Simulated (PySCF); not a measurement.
O$_{3}$S, charge -1, doublet, geometry from GFN2-xTB (a state made from the parent by changing its charge; the spin is typed, not shown lowest) (in this run its highest filled SCF level lies above zero, so its values depend strongly on the basis, on diffuse functions most of all); DF-SVWN5/def2-TZVP (PySCF).

The PySCF input:
```python
from pyscf import gto, scf, dft

mol = gto.Mole()
mol.atom = '''
    O    -0.69438500   -1.24941139   -0.21223180
    S    -0.00917055   -0.00457520    0.24346489
    O    -0.72815248    1.23702084   -0.16677856
    O     1.44087858    0.02154096   -0.10791941
'''
mol.basis = 'def2-tzvp'
mol.charge = -1
mol.spin = 1
mol.verbose = 4
mol.build()

mf = dft.UKS(mol)
mf.xc = 'lda,vwn'
mf.conv_tol_grad = 1e-3
mf = mf.density_fit(auxbasis='def2-universal-jkfit')
mf.kernel()
mf.analyze()
```

What the program printed (banner, timings and long lists left out):

```
PySCF version 2.14.0

[INPUT] verbose = 4
[INPUT] num. atoms = 4
[INPUT] num. electrons = 41
[INPUT] charge = -1
[INPUT] spin (= nelec alpha-beta = 2S) = 1
[INPUT] symmetry False subgroup None
[INPUT] Mole.unit = angstrom
[INPUT] Symbol           X                Y                Z      unit          X                Y                Z       unit  Magmom
[...]
nuclear repulsion = 177.025356521777
number of shells = 46
number of NR pGTOs = 201
number of NR cGTOs = 130
basis = def2-tzvp
ecp = {}

******** <class 'pyscf.df.df_jk.DFUKS'> ********
method = DFUKS
initial guess = minao
damping factor = 0
level_shift factor = 0
DIIS = <class 'pyscf.scf.diis.CDIIS'>
diis_start_cycle = 1
diis_space = 8
diis_damp = 0
SCF conv_tol = 1e-09
SCF conv_tol_grad = 0.001
SCF max_cycles = 50
direct_scf = False
number electrons alpha = 21  beta = 20
XC library pyscf.dft.libxc version 7.1.2
    S. Lehtola, C. Steigemann, M. J. T. Oliveira, and M. A. L. Marques,  SoftwareX 7, 1–5 (2018)
XC functionals = lda,vwn
    P. A. M. Dirac,  Math. Proc. Cambridge Philos. Soc. 26, 376 (1930)
    F. Bloch,  Z. Phys. 57, 545 (1929)
    S. H. Vosko, L. Wilk, and M. Nusair,  Can. J. Phys. 58, 1200 (1980)
radial grids:
    Treutler-Ahlrichs [JCP 102, 346 (1995); DOI:10.1063/1.469408] (M4) radial grids

becke partition: Becke, JCP 88, 2547 (1988); DOI:10.1063/1.454033
pruning grids: <function nwchem_prune>
grids dens level: 3
symmetrized grids: False
atomic radii adjust function: <function treutler_atomic_radii_adjust>
small_rho_cutoff = 0
tot grids = 61128
init E= -621.812962629925

cycle= 1 E= -620.77873118112  delta_E= 1.03  |g|= 0.959  |ddm|= 1.77
cycle= 2 E= -619.01368911528  delta_E= 1.77  |g|= 2.34  |ddm|=  2.9
cycle= 3 E= -621.083439878783  delta_E= -2.07  |g|= 0.17  |ddm|= 2.54
cycle= 4 E= -621.092472426705  delta_E= -0.00903  |g|= 0.113  |ddm|= 0.376
cycle= 5 E= -621.097814386393  delta_E= -0.00534  |g|= 0.0176  |ddm|= 0.122
cycle= 6 E= -621.097941015558  delta_E= -0.000127  |g|= 0.00366  |ddm|= 0.0172
cycle= 7 E= -621.097946286225  delta_E= -5.27e-06  |g|= 0.00101  |ddm|= 0.00324
cycle= 8 E= -621.097946716159  delta_E= -4.3e-07  |g|= 0.000154  |ddm|= 0.000944
cycle= 9 E= -621.097946687561  delta_E= 2.86e-08  |g|= 0.000323  |ddm|= 0.00032
cycle= 10 E= -621.097946727097  delta_E= -3.95e-08  |g|= 3.4e-05  |ddm|= 0.000234
cycle= 11 E= -621.097946727615  delta_E= -5.18e-10  |g|= 5.02e-06  |ddm|= 3.07e-05
Extra cycle  E= -621.09794672762  delta_E= -5.34e-12  |g|= 4.17e-06  |ddm|= 8.18e-06
[...]
converged SCF energy = -621.09794672762  <S^2> = 0.75096973  2S+1 = 2.0009695
Total Energy =                        -621.097946727620183
[...]
spin_pop of  2 O 3dxy      0.00011
spin_pop of  2 O 3dyz      0.00052
spin_pop of  2 O 3dz^2     0.00012
spin_pop of  2 O 3dxz      0.00020
spin_pop of  2 O 3dx2-y2    0.00004
spin_pop of  2 O 4dxy     -0.00000
spin_pop of  2 O 4dyz      0.00013
spin_pop of  2 O 4dz^2     0.00002
spin_pop of  2 O 4dxz      0.00005
spin_pop of  2 O 4dx2-y2   -0.00001
spin_pop of  2 O 4f-3      0.00000
spin_pop of  2 O 4f-2      0.00008
spin_pop of  2 O 4f-1      0.00000
spin_pop of  2 O 4f+0      0.00006
spin_pop of  2 O 4f+1     -0.00000
spin_pop of  2 O 4f+2      0.00003
spin_pop of  2 O 4f+3      0.00003
spin_pop of  3 O 1s       -0.00000
spin_pop of  3 O 2s        0.00174
spin_pop of  3 O 3s        0.00045
spin_pop of  3 O 4s        0.00105
spin_pop of  3 O 5s        0.00002
spin_pop of  3 O 2px       0.02372
spin_pop of  3 O 2py      -0.00012
spin_pop of  3 O 2pz       0.16596
spin_pop of  3 O 3px      -0.00005
spin_pop of  3 O 3py      -0.00037
spin_pop of  3 O 3pz       0.00292
spin_pop of  3 O 4px       0.00033
spin_pop of  3 O 4py      -0.00001
spin_pop of  3 O 4pz       0.00009
spin_pop of  3 O 3dxy     -0.00001
spin_pop of  3 O 3dyz      0.00001
spin_pop of  3 O 3dz^2     0.00017
spin_pop of  3 O 3dxz      0.00063
spin_pop of  3 O 3dx2-y2    0.00020
spin_pop of  3 O 4dxy     -0.00001
spin_pop of  3 O 4dyz     -0.00000
spin_pop of  3 O 4dz^2     0.00003
spin_pop of  3 O 4dxz      0.00017
spin_pop of  3 O 4dx2-y2    0.00001
spin_pop of  3 O 4f-3      0.00000
spin_pop of  3 O 4f-2      0.00001
spin_pop of  3 O 4f-1     -0.00000
spin_pop of  3 O 4f+0      0.00005
spin_pop of  3 O 4f+1      0.00001
spin_pop of  3 O 4f+2      0.00010
spin_pop of  3 O 4f+3      0.00003
 ** Mulliken Spin Density (per atom)  **
spin density of  0 O =      0.19713
spin density of  1 S =      0.40860
spin density of  2 O =      0.19713
spin density of  3 O =      0.19713
 ** Mulliken pop alpha/beta on meta-lowdin orthogonal AOs **
 ** Mulliken pop       alpha | beta **
In total            21.00000 | 20.00000
 ** Mulliken atomic charges   ( Nelec_alpha | Nelec_beta ) **
charge of  0O =     -0.83561  (     4.51637      4.31924 )
charge of  1S =      1.50684  (     7.45088      7.04228 )
charge of  2O =     -0.83561  (     4.51637      4.31924 )
charge of  3O =     -0.83561  (     4.51637      4.31924 )

WARN: System has nonzero charge -1; the dipole moment is origin-dependent.
Location of origin: [0. 0. 0.]

Dipole moment(X, Y, Z, Debye): -0.03752, -0.01871,  0.99576
```
